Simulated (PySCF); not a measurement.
# Orbital energies and ionisation energy

C₅H₁₅N₃Si.
Cartesian coordinates in Å at the PBE0-D3(BJ)/def2-SVP level; atoms count from 1:
```xyz
24
C5H15N3Si angstrom
C     -2.394   -0.475    0.556
N     -1.759    0.168   -0.566
C     -2.468    0.040   -1.811
Si    -0.421    1.240   -0.324
N      0.772    0.428    0.639
C      1.513    1.054    1.707
C      1.207   -0.905    0.293
C      2.555   -0.930   -0.374
N      3.472   -1.722   -0.004
H     -1.762   -0.386    1.453
H     -2.547   -1.555    0.365
H     -3.386   -0.040    0.791
H     -2.615   -1.024   -2.080
H     -1.903    0.515   -2.627
H     -3.472    0.509   -1.781
H     -0.699    2.500    0.441
H     -0.007    1.608   -1.718
H      2.579    1.214    1.457
H      1.077    2.035    1.947
H      1.485    0.437    2.625
H      0.466   -1.345   -0.399
H      1.254   -1.563    1.181
H      2.668   -0.196   -1.200
H      4.308   -1.597   -0.584
```

Level: CAM-B3LYP/def2-SVPD (PySCF). Frontier orbitals with their largest atomic shares (Löwdin; up to four atoms above 4 %):

```csv
orbital,ε (eV),main atoms
HOMO−3,-10.46,"N9 43 %, C8 28 %, C7 10 %, H21 6 %"
HOMO−2,-9.23,"N9 58 %, C8 15 %, H24 7 %, H23 6 %"
HOMO−1,-7.92,"N5 39 %, N2 14 %, C6 7 %, Si4 6 %"
HOMO,-7.75,?
LUMO,0.93,"C8 34 %, N9 34 %, C7 6 %, H23 6 %"
LUMO+1,1.19,"Si4 17 %, C3 11 %, C1 8 %, C8 7 %"
LUMO+2,1.52,"Si4 12 %, H23 11 %, C8 10 %, C3 7 %"
```

Question: What vertical ionisation energy does ΔSCF give, and how far is −ε(HOMO) from it?

Answer: ΔSCF: 8.30 eV (801 kJ/mol; threshold wavelength 149 nm); ⟨S²⟩ of the doublet left behind is 0.760, against 0.75 for a pure doublet. −ε(HOMO) is 7.75 eV, 0.55 eV below it. For the exact functional −ε(HOMO) would equal the first vertical ionisation energy; CAM-B3LYP (range-separated hybrid) falls short of its own ΔSCF value by 7 %.

Question: On which atoms does the HOMO lie?

Answer: N2 (silicon-bound nitrogen) 41 %, N5 (silicon-bound nitrogen) 13 %, Si4 (SiH2 silicon) 7 %, C3 (N-methyl carbon) 7 %. The HOMO−1 lies 0.17 eV lower.

Question: How many of the 10 lowest singlet excitations (vertical TDDFT, same level) lie below the ionisation energy?

Answer: All 10; they run from 5.22 to 7.04 eV.

Question: What kinetic energy would electrons from this vertical process carry with He II light (40.814 eV)?

Answer: 40.81 − 8.30 = 32.51 eV.

The structure is a single PBE0-D3(BJ)/def2-SVP conformer in the gas phase; no vibrational or solvent corrections.

The run behind these numbers computed excited states and ΔSCF ions as well. Time: 6.8 min wall (with the writing of density and orbital grids); peak memory 1.7 GiB. Hardware: Arm Neoverse V2, one thread, on a shared host.
